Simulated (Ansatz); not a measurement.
Ideal-gas functions of CH₅ClOSi (`O[SiH2]CCl`) at 800 K and 1 bar, from an Ansatz frequency run at PBE0-D4/def2-TZVP.

Molar mass 96.59 g/mol, point group C1 (symmetry number 1), electronic degeneracy 1, moments of inertia 58.182, 201.069, 237.884 u Å². Harmonic wavenumbers (cm⁻¹, unscaled): 90, 159, 257, 314, 538, 643, 707, 765, 783, 849, 913, 928, 964, 1120, 1191, 1427, 2225, 2245, 3089, 3154, 3901.

Use S(trans) = R[1.5 ln M + 2.5 ln T − 1.1517]; rotational temperatures θ = 24.2544 K / I; S(rot) = R[ln(√π/σ · √(T³/θAθBθC)) + 1.5]; for each mode x = 1.438777 ν̃/T, S = R[x/(eˣ − 1) − ln(1 − e⁻ˣ)] and H = RT x/(eˣ − 1); 1 cm⁻¹ = 0.0119627 kJ/mol; R = 8.31446 J/(mol·K).

Question: By hand: the entropy, in J/(mol·K).

Answer: Translation 186.4. Rotation: θ = 0.4169, 0.1206, 0.102 K, giving 122.5. Vibration, mode by mode: 23.46, 18.75, 14.80, 13.18, 8.91, 7.55, 6.86, 6.29, 6.12, 5.56, 5.07, 4.96, 4.71, 3.77, 3.41, 2.44, 0.77, 0.75, 0.21, 0.19, 0.06, in all 137.8. Electronic 0.0. Sum 446.7 J/(mol·K).

Question: By hand: H − E and G − E in kJ/mol, counted from the electronic energy.

Answer: Zero-point energy ½ × 26262 × 0.0119627 = 157.1; thermal vibration 56.1; translation, rotation and pV give 4 RT = 26.6. H − E = 239.8 kJ/mol, and G − E = 239.8 − 800 × 446.7/1000 = -117.6 kJ/mol.

Vibration gives 31 % of the entropy, 23.5 J/(mol·K) of it from the mode under 150 cm⁻¹: soft modes count most, and the harmonic formula is weakest for them. The sum counts one conformer and one mirror image; others add a mixing term.
